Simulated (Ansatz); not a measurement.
Born–Oppenheimer molecular dynamics of CH₁₀O₂Si₃ (16 atoms, charge 0, multiplicity 1). It starts at the highest image of a converged band. Of that band: Beside the main top the profile has a ripple of under 15 meV (maxima at images 2, 4), which may be a very shallow well or noise. Neighbouring images differ by up to 3.5 eV, so the band resolves the path poorly. A vibrational analysis at the climbing image gives 2 clearly imaginary modes (1389i, 44i cm⁻¹): a point of higher order. A lower path may pass nearby, or the ends, which weren't checked, may share the extra mode.

The calculation used RKS PBE0/STO-3G in Ansatz 0.2.0.

```yaml
ensemble: NVE (velocity Verlet)
time_step: 0.5 fs
steps_asked: 200
starting_velocities_drawn_for: 100 K
seed: 7086
```

Frames 2.5 fs apart, positions in Å, forces in eV/Å.

Velocities at 25 fs (Å/ps):

```
C -1.80 5.18 3.38
Si -3.08 6.61 -2.57
O 6.50 -6.44 -2.76
Si 1.70 -0.69 0.33
O -1.04 -2.55 -1.08
Si -0.40 0.11 1.26
H 8.62 14.27 -2.91
H 0.66 -12.63 -15.23
H 4.36 26.23 -1.45
H -19.50 10.49 28.36
H -34.80 -137.38 55.51
H 8.77 4.62 -6.82
H 10.76 6.47 -1.31
H 5.07 1.22 -6.67
H -1.40 -8.47 8.95
H 1.75 7.99 -10.46
```

```xyz
16
Properties=species:S:1:pos:R:3:forces:R:3 time_fs=25 energy_less_start_eV=-1.411 T=879
C 0.728 -1.658 -1.977 -0.63 0.47 0.79
Si 1.119 0.126 -1.460 5.29 -3.38 -3.54
O -0.338 0.580 -0.878 -1.44 2.27 0.74
Si -0.424 1.407 0.636 -0.69 0.02 0.06
O -1.846 2.390 0.690 -0.18 -0.82 -0.68
Si -0.441 -0.197 2.220 0.14 -0.08 0.10
H 0.113 -1.676 -2.892 0.34 0.03 0.23
H 0.131 -2.123 -1.187 0.04 -0.42 -0.12
H 1.634 -2.243 -2.140 0.05 -0.06 -0.06
H 2.300 0.208 -0.654 -0.67 -0.13 2.19
H 2.244 0.227 -2.584 -2.97 1.69 0.10
H 0.634 2.355 0.924 0.14 0.04 -0.30
H -2.598 1.766 0.346 0.69 0.50 0.33
H 0.880 -0.767 2.340 -0.02 0.02 0.11
H -0.844 0.360 3.491 0.04 -0.10 0.00
H -1.335 -1.267 1.866 -0.13 -0.06 0.04
16
Properties=species:S:1:pos:R:3:forces:R:3 time_fs=27.5 energy_less_start_eV=-1.048 T=678
C 0.722 -1.644 -1.966 -0.67 0.08 1.10
Si 1.117 0.139 -1.470 3.78 -4.52 0.09
O -0.325 0.568 -0.883 -2.43 2.79 1.09
Si -0.420 1.406 0.637 -0.43 0.33 -0.17
O -1.848 2.383 0.686 1.51 0.37 0.01
Si -0.442 -0.196 2.223 0.38 0.00 0.18
H 0.143 -1.640 -2.894 0.09 0.03 -0.07
H 0.131 -2.170 -1.224 -0.17 -0.54 0.15
H 1.649 -2.182 -2.146 0.14 -0.24 -0.05
H 2.228 0.233 -0.525 -1.02 0.01 1.05
H 2.093 -0.051 -2.467 0.23 2.93 -2.70
H 0.657 2.364 0.897 -0.19 -0.23 -0.30
H -2.566 1.785 0.346 -0.90 -0.77 -0.38
H 0.890 -0.763 2.327 -0.20 0.06 0.12
H -0.845 0.336 3.511 0.07 -0.12 -0.17
H -1.336 -1.251 1.841 -0.19 -0.18 0.05
16
Properties=species:S:1:pos:R:3:forces:R:3 time_fs=30 energy_less_start_eV=-0.817 T=552
C 0.712 -1.630 -1.950 -0.34 -1.29 1.28
Si 1.123 0.141 -1.479 2.00 -3.81 3.22
O -0.322 0.567 -0.884 -2.73 2.82 0.99
Si -0.417 1.405 0.638 -0.29 0.21 -0.48
O -1.845 2.376 0.683 0.67 -0.06 -0.28
Si -0.442 -0.196 2.227 0.20 -0.15 -0.04
H 0.178 -1.601 -2.900 -0.15 0.02 -0.18
H 0.123 -2.245 -1.256 0.11 0.00 -0.14
H 1.670 -2.134 -2.154 -0.33 -0.15 0.11
H 2.098 0.256 -0.336 -0.80 -0.14 -0.87
H 1.951 -0.160 -2.504 2.15 3.06 -3.58
H 0.670 2.362 0.854 -0.23 -0.20 -0.16
H -2.574 1.769 0.330 -0.16 -0.21 -0.04
H 0.889 -0.756 2.320 -0.12 -0.03 0.13
H -0.843 0.305 3.523 0.03 -0.03 -0.08
H -1.346 -1.244 1.819 -0.01 -0.04 0.13
16
Properties=species:S:1:pos:R:3:forces:R:3 time_fs=32.5 energy_less_start_eV=-1.259 T=794
C 0.701 -1.622 -1.928 0.21 -1.71 0.03
Si 1.133 0.136 -1.482 1.97 -3.42 1.44
O -0.328 0.577 -0.882 -2.36 2.49 0.47
Si -0.415 1.404 0.637 -0.41 -0.17 -0.69
O -1.840 2.370 0.678 -0.68 -0.74 -0.74
Si -0.441 -0.196 2.230 -0.10 -0.25 -0.32
H 0.206 -1.562 -2.912 -0.12 -0.10 0.36
H 0.122 -2.321 -1.294 0.22 0.60 -0.11
H 1.673 -2.096 -2.156 -0.39 -0.24 0.16
H 1.924 0.272 -0.194 0.29 -0.24 -1.75
H 1.916 -0.085 -2.728 0.12 3.00 0.16
H 0.670 2.349 0.800 0.03 0.08 0.05
H -2.590 1.742 0.312 1.00 0.69 0.50
H 0.882 -0.751 2.322 0.10 -0.17 0.13
H -0.839 0.272 3.530 -0.04 0.08 0.10
H -1.358 -1.240 1.805 0.17 0.10 0.20
16
Properties=species:S:1:pos:R:3:forces:R:3 time_fs=35 energy_less_start_eV=-1.329 T=834
C 0.691 -1.622 -1.906 0.97 -0.96 -1.48
Si 1.148 0.124 -1.482 0.38 -1.85 -0.44
O -0.343 0.596 -0.878 -1.57 1.84 -0.36
Si -0.414 1.403 0.635 -0.47 -0.23 -0.66
O -1.837 2.361 0.670 0.32 0.21 -0.15
Si -0.441 -0.197 2.233 -0.05 -0.13 -0.25
H 0.226 -1.529 -2.905 -0.23 -0.24 0.48
H 0.131 -2.364 -1.335 -0.18 0.56 0.53
H 1.656 -2.073 -2.149 0.11 -0.56 0.02
H 1.769 0.273 -0.151 1.61 -0.25 -1.22
H 1.893 0.162 -2.950 -1.13 1.59 2.96
H 0.673 2.340 0.750 0.20 0.25 0.24
H -2.558 1.746 0.318 -0.15 -0.19 -0.04
H 0.879 -0.756 2.331 0.12 -0.20 0.10
H -0.838 0.244 3.543 -0.06 0.13 0.10
H -1.360 -1.231 1.802 0.13 0.01 0.16
16
Properties=species:S:1:pos:R:3:forces:R:3 time_fs=37.5 energy_less_start_eV=-1.400 T=874
C 0.686 -1.627 -1.891 1.81 -0.52 -1.85
Si 1.163 0.107 -1.483 -1.75 0.22 -1.31
O -0.363 0.621 -0.876 -0.55 1.01 -1.15
Si -0.414 1.402 0.632 -0.06 0.03 -0.44
O -1.832 2.353 0.662 0.87 0.90 0.27
Si -0.441 -0.198 2.236 0.31 0.07 0.13
H 0.231 -1.509 -2.873 -0.53 -0.30 -0.17
H 0.130 -2.374 -1.345 -0.44 0.42 0.96
H 1.644 -2.083 -2.140 0.22 -0.66 -0.07
H 1.708 0.260 -0.176 2.42 -0.16 -0.07
H 1.808 0.502 -3.005 -1.22 -0.12 3.74
H 0.685 2.344 0.714 0.01 0.10 0.36
H -2.535 1.740 0.322 -0.93 -0.77 -0.39
H 0.882 -0.772 2.346 -0.10 -0.10 0.04
H -0.839 0.223 3.560 0.00 0.10 -0.10
H -1.355 -1.222 1.809 -0.05 -0.21 0.05
16
Properties=species:S:1:pos:R:3:forces:R:3 time_fs=40 energy_less_start_eV=-2.053 T=1234
C 0.690 -1.635 -1.886 1.83 -1.06 -1.75
Si 1.174 0.091 -1.486 -3.14 2.08 -0.07
O -0.386 0.651 -0.877 0.58 0.10 -1.56
Si -0.414 1.401 0.627 0.53 0.15 -0.15
O -1.825 2.347 0.655 -1.00 -0.18 -0.35
Si -0.440 -0.198 2.238 0.47 0.06 0.33
H 0.206 -1.508 -2.850 -0.49 -0.41 -0.35
H 0.106 -2.356 -1.303 0.00 0.89 0.61
H 1.641 -2.131 -2.135 -0.28 -0.42 -0.02
H 1.786 0.237 -0.212 2.05 -0.12 -0.01
H 1.654 0.838 -2.844 -0.61 -1.37 2.83
H 0.697 2.354 0.700 -0.26 -0.13 0.41
H -2.554 1.700 0.309 0.62 0.56 0.32
H 0.880 -0.793 2.363 -0.23 0.00 -0.01
H -0.841 0.208 3.572 0.03 0.09 -0.22
H -1.353 -1.224 1.818 -0.10 -0.24 0.00
16
Properties=species:S:1:pos:R:3:forces:R:3 time_fs=42.5 energy_less_start_eV=-2.584 T=1526
C 0.702 -1.648 -1.889 0.73 -1.08 -2.02
Si 1.179 0.080 -1.489 -3.27 2.54 3.36
O -0.407 0.680 -0.884 1.40 -0.81 -1.47
Si -0.413 1.400 0.623 0.68 0.15 0.20
O -1.821 2.341 0.646 -1.10 -0.08 -0.24
Si -0.438 -0.199 2.241 0.21 -0.20 0.13
H 0.154 -1.532 -2.842 0.04 -0.55 0.29
H 0.082 -2.285 -1.224 0.47 1.05 0.10
H 1.624 -2.204 -2.132 -0.42 -0.23 0.01
H 1.980 0.205 -0.255 0.53 -0.26 -1.08
H 1.465 1.099 -2.523 0.49 -1.11 0.13
H 0.695 2.357 0.709 -0.25 -0.16 0.39
H -2.545 1.685 0.311 0.54 0.56 0.29
H 0.865 -0.816 2.380 -0.09 0.00 -0.02
H -0.842 0.200 3.572 -0.01 0.16 -0.11
H -1.355 -1.239 1.829 0.05 0.00 0.05
16
Properties=species:S:1:pos:R:3:forces:R:3 time_fs=45 energy_less_start_eV=-2.248 T=1342
C 0.718 -1.667 -1.902 -0.36 -0.20 -1.67
Si 1.177 0.073 -1.485 -2.11 2.08 4.67
O -0.423 0.707 -0.897 1.57 -1.64 -0.89
Si -0.410 1.399 0.619 0.32 0.04 0.51
O -1.821 2.336 0.637 0.45 1.16 0.48
Si -0.436 -0.200 2.245 -0.11 -0.39 -0.18
H 0.103 -1.588 -2.821 0.25 -0.48 0.35
H 0.083 -2.156 -1.138 0.52 0.51 -0.10
H 1.585 -2.292 -2.127 -0.02 -0.20 0.04
H 2.207 0.158 -0.358 -0.97 -0.39 -1.41
H 1.304 1.298 -2.191 1.21 -0.17 -1.87
H 0.679 2.351 0.742 0.03 0.02 0.30
H -2.512 1.696 0.327 -1.03 -0.74 -0.40
H 0.846 -0.838 2.395 0.16 -0.03 -0.01
H -0.843 0.200 3.566 -0.06 0.23 0.08
H -1.355 -1.254 1.841 0.15 0.19 0.08
16
Properties=species:S:1:pos:R:3:forces:R:3 time_fs=47.5 energy_less_start_eV=-1.658 T=1016
C 0.733 -1.686 -1.923 -0.59 0.59 -0.41
Si 1.171 0.072 -1.472 -0.89 3.33 2.60
O -0.433 0.728 -0.913 1.38 -2.22 -0.17
Si -0.407 1.399 0.616 -0.04 -0.20 0.73
O -1.820 2.334 0.629 -0.40 0.49 0.19
Si -0.434 -0.202 2.248 -0.09 -0.34 -0.20
H 0.064 -1.671 -2.782 -0.13 -0.25 -0.25
H 0.116 -1.996 -1.058 0.45 -0.28 -0.35
H 1.543 -2.390 -2.120 0.15 0.08 0.21
H 2.380 0.089 -0.540 -1.53 -0.39 -0.65
H 1.214 1.475 -1.960 1.45 -1.33 -1.89
H 0.665 2.347 0.792 0.23 0.16 0.16
H -2.526 1.675 0.325 -0.19 -0.01 -0.05
H 0.835 -0.862 2.410 0.21 0.03 -0.01
H -0.847 0.214 3.563 -0.04 0.22 0.06
H -1.346 -1.260 1.859 0.02 0.13 0.03
16
Properties=species:S:1:pos:R:3:forces:R:3 time_fs=50 energy_less_start_eV=-1.032 T=671
C 0.745 -1.702 -1.946 -0.80 1.02 0.40
Si 1.162 0.077 -1.453 -0.61 3.83 0.04
O -0.438 0.740 -0.930 1.21 -2.46 0.45
Si -0.404 1.398 0.614 -0.16 -0.16 0.89
O -1.821 2.333 0.622 -1.38 -0.38 -0.18
Si -0.432 -0.205 2.251 0.18 -0.18 0.02
H 0.018 -1.770 -2.755 -0.15 0.00 -0.19
H 0.175 -1.854 -1.000 0.27 -1.06 -0.66
H 1.508 -2.482 -2.099 0.07 0.67 0.35
H 2.467 -0.004 -0.759 -0.99 -0.26 0.58
H 1.209 1.575 -1.842 1.49 -2.17 -1.77
H 0.663 2.351 0.852 0.10 0.02 -0.05
H -2.552 1.654 0.320 0.89 0.88 0.36
H 0.835 -0.883 2.424 0.04 0.19 -0.03
H -0.853 0.241 3.563 0.05 0.14 -0.14
H -1.337 -1.258 1.878 -0.21 -0.07 -0.06
16
Properties=species:S:1:pos:R:3:forces:R:3 time_fs=52.5 energy_less_start_eV=-0.789 T=536
C 0.752 -1.714 -1.968 -1.49 1.41 0.30
Si 1.152 0.090 -1.434 -0.51 2.64 -1.79
O -0.438 0.744 -0.945 1.18 -2.24 0.91
Si -0.401 1.397 0.614 -0.29 0.16 0.99
O -1.825 2.333 0.615 0.06 0.48 0.30
Si -0.430 -0.208 2.254 0.21 -0.15 0.04
H -0.033 -1.868 -2.736 0.40 0.31 0.41
H 0.248 -1.774 -0.978 -0.21 -1.54 -0.45
H 1.480 -2.537 -2.060 0.34 0.90 0.16
H 2.496 -0.112 -0.945 -0.22 -0.13 1.53
H 1.291 1.551 -1.830 1.15 -1.71 -1.66
H 0.666 2.355 0.908 -0.14 -0.20 -0.29
H -2.536 1.675 0.331 -0.28 -0.18 -0.12
H 0.839 -0.893 2.436 -0.07 0.28 -0.04
H -0.856 0.276 3.555 0.10 0.06 -0.22
H -1.339 -1.260 1.893 -0.23 -0.09 -0.06
```

Of the whole run (100 fs, mean temperature of the second half 955 K): The conserved energy stayed within 0.29 meV per atom of its start (net change -0.17 meV per atom), so the integration is sound. The kinetic energy rose, since the run started high on the potential surface and went downhill. A run of 0.1 ps of so small a system gives no equilibrium averages. The orbitals stay closed-shell, which can raise the energy where a bond breaks towards radicals; this wasn't checked here. Limits of this set-up: minimal basis.

Run time: 19 min on 1 thread of Intel(R) Xeon(R) Processor @ 2.70GHz, with other jobs on the host, peak memory 0.16 GiB.
